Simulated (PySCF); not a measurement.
Dipole moment and polarisability of Sn(SiH3)Me3

Species: Sn(SiH3)Me3, C₃H₁₂SiSn.
Structure used (PBE0-D3(BJ)/def2-SVP), in Å, numbered top down from 1:
```
atom  x, y, z in Å
Sn1   -0.003    0.004   -0.102
Si2   -0.009   -0.031    2.474
H3     0.724    1.150    3.032
H4     0.650   -1.269    2.999
H5    -1.407    0.005    3.012
C6     2.026    0.012   -0.839
H7     2.022   -0.061   -1.936
H8     2.584   -0.844   -0.433
H9     2.541    0.938   -0.548
C10   -1.017    1.768   -0.826
H11   -0.931    1.824   -1.921
H12   -0.572    2.673   -0.389
H13   -2.083    1.734   -0.557
C14   -1.007   -1.745   -0.873
H15   -2.022   -1.822   -0.459
H16   -0.447   -2.653   -0.606
H17   -1.077   -1.683   -1.969
```

Level: B3LYP/def2-SVPD (PySCF), static field, nuclei fixed, core orbitals frozen in the response. The polarisability tensor in these axes (au):

```
x   108.90  -0.08  -0.04
y    -0.08 109.01  -0.20
z    -0.04  -0.20 126.53
```

**Question.** Give the principal values, the mean and the anisotropy Δα = √{½[(α1 − α2)² + (α2 − α3)² + (α1 − α3)²]}.

**Answer.** Principal values 108.85, 109.05 and 126.53 au; mean 114.81 au = 17.01 Å³ = 18.93 × 10⁻⁴⁰ C²·m²/J; Δα = 17.58 au (15 % of the mean).

**Question.** What is the dipole moment, and where does it point?

**Answer.** (0.00, 0.02, -0.87) D, 0.87 D in size, pointing from the negative to the positive side. Measured along this direction, the outermost atoms are H4, H5 and H3 at the negative end and H11, H17 and H7 at the positive end.

**Question.** Refractivity n − 1 of an ideal gas of it at 400 K and 1 atm, from the electronic α?

**Answer.** N = p/kT = 1.8347 × 10¹⁹ cm⁻³, so n − 1 = 2π × N × 17.01 × 10⁻²⁴ cm³ = 1961 × 10⁻⁶ at long wavelengths, for an ideal gas.

**Question.** Estimate the molar refractivity from the static electronic polarisability.

**Answer.** Lorentz–Lorenz: R = (4π/3)N_A α = 2.5225 cm³/(mol·Å³) × 17.01 Å³ = 42.9 cm³/mol, in the limit of long wavelengths.

**Question.** What depolarisation ratio follows for Rayleigh scattering of linearly polarised light, taking the static tensor?

**Answer.** ρ = 3Δα²/(45ᾱ² + 4Δα²) = 927.5/(593174 + 1236.7) = 0.00156.

**Question.** In TDDFT the mean static polarisability is Σ f/ω² over all singlet excitations (ω in hartree). How much of it do the 10 lowest give? Their energies (eV) and oscillator strengths: 6.26, 0.0701; 6.47, 0.0397; 6.47, 0.0392; 6.77, 0.0757; 6.77, 0.0788; 6.92, 0.0001; 6.95, 0.1359; 7.00, 0.0507; 7.00, 0.0522; 7.11, 0.1359.

**Answer.** They add up to 10.84 au, 9.4 % of the 114.81 au; the largest single term is 2.08 au, from the state at 6.95 eV. Terms in order: 1.32, 0.70, 0.69, 1.22, 1.27, 0.00, 2.08, 0.77, 0.79, 1.99 au. Higher excitations give the rest. The strengths listed sum to 0.678.

**Question.** Find the Langevin capture rate constant for H3+ (3.023 u) meeting this molecule (195.973 u), k = 2.342 × 10⁻⁹ cm³/s × √(α in Å³ / reduced mass in u).

**Answer.** The reduced mass is 2.98 u, so k = 5.60 × 10⁻⁹ cm³/s. The formula leaves out the permanent dipole, which adds to the capture rate.

Geometry: PBE0-D3(BJ)/def2-SVP; no solvent, vibrations or thermal averaging. Atoms past krypton carry effective core potentials; spin–orbit coupling is left out.
